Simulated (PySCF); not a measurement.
Excitations are Tamm–Dancoff values on a coarser integration grid. The basis has no diffuse functions, so Rydberg states are missing or too high.

Cartesian coordinates (Å):
```xyz
21

C      1.8066    -1.0823    -0.1804
N      1.4158     0.2654     0.1681
C      2.5084     1.1071     0.5941
Ge    -0.0882     0.9785    -0.6024
N     -1.4202    -0.2160    -0.1987
C     -2.5757    -0.3638    -1.0513
C     -1.6589    -0.5533     1.1869
H      2.2788    -1.5876     0.6847
H      0.9185    -1.6687    -0.4647
H      2.5350    -1.1248    -1.0204
H      2.1420     2.1091     0.8692
H      3.0049     0.6788     1.4871
H      3.2958     1.2369    -0.1812
H     -0.2036     2.3859     0.0294
H     -0.1065     1.0545    -2.1475
H     -3.4325     0.2796    -0.7515
H     -2.3219    -0.1174    -2.0948
H     -2.9396    -1.4101    -1.0366
H     -0.7276    -0.4449     1.7651
H     -2.4402     0.0789     1.6642
H     -1.9909    -1.6058     1.2807
```
Charge 0, multiplicity 1.

**Question.** What S1–T1 gap (TDA), S1 oscillator strength, dipole moment, HOMO–LUMO gap, T1 excitation (TDA), LUMO, HOMO and S1 excitation (TDA) does r2SCAN-D4/def2-TZVP // r2SCAN-D4/def2-SVP (PySCF) give?

**Answer.** 
```json
{
  "S1–T1 gap (TDA)": "0.42 eV",
  "S1 oscillator strength": "0.073",
  "dipole_moment": "0.09 D",
  "HOMO–LUMO gap": "5.43 eV",
  "T1 excitation (TDA)": "5.14 eV",
  "LUMO": "0.46 eV",
  "HOMO": "-4.97 eV",
  "S1 excitation (TDA)": "5.56 eV"
}
```
